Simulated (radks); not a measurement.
The nitrogen anion N3-, [Ne], held by a Watson sphere: a shell of charge +3 at radius R that stands for the Madelung well of a crystal (potential energy -3/R inside, -3/r outside, in hartree with lengths in bohr). All-electron calculation, non-relativistic Kohn-Sham, r2SCAN, spin-polarised, spherical densities, point nucleus; meta-GGA in the generalised Kohn-Sham scheme. Program: a radial shooting solver on a logarithmic mesh with Libxc functionals.

R (bohr)  e(1s) (eV)  e(2s) (eV)  e(2p) (eV)  <r> 2p (bohr)  sum of <r^2> (bohr^2)  X-ray form factor at sin(theta)/lambda = 0.1 1/angstrom
1.93         -382.15     -19.931      -8.054          1.712                  27.64                                                    8.265
2.02         -382.34     -19.457      -7.721          1.749                  28.81                                                    8.206
2.3          -382.79     -18.158      -6.778          1.863                  32.53                                                    8.029
2.7          -383.11     -16.723      -5.659          2.022                  38.16                                                    7.788
2.77         -383.14     -16.517      -5.489          2.049                  39.19                                                    7.748
2.8          -383.15     -16.432      -5.418          2.061                  39.64                                                    7.730
2.81         -383.16     -16.404      -5.395          2.065                  39.79                                                    7.725
